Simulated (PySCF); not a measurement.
Cr²⁺ (chromium, charge +2) across methods

[Ar] 3d3 4p1, one real determinant (an excited configuration). All numbers are calculated (PySCF 2.14, the non-relativistic Hamiltonian (point nucleus), in aug-cc-pVDZ).

```csv
method,E (hartree),mean ε 3p β (eV),mean ε 3d α (eV),mean ε 4p α (eV),Σ⟨r²⟩ (bohr²),⟨S²⟩
M06-2X,-1043.093,-78.271,-37.000,-17.813,23.99,6.001
UHF,-1042.15492,-82.613,-41.704,-18.636,24.40,6.002
wB97X,-1043.125,-77.892,-36.998,-18.849,24.09,6.000
r2SCAN,-1043.103,-73.276,-32.798,-16.636,24.00,6.001
CAM-B3LYP,-1043.169,-76.809,-36.243,-18.195,24.05,6.001
LDA,-1040.815,-72.547,-32.221,-16.629,24.00,6.000
wB97M-V,-1043.070,-77.973,-37.134,-18.752,24.13,6.000
PBE,-1042.870,-72.455,-32.169,-16.610,24.02,6.000
PBE0,-1042.920,-75.383,-34.757,-17.220,24.05,6.001
```

⟨L²⟩ = 14.00 against 20 for a pure G term, so this real determinant mixes terms.
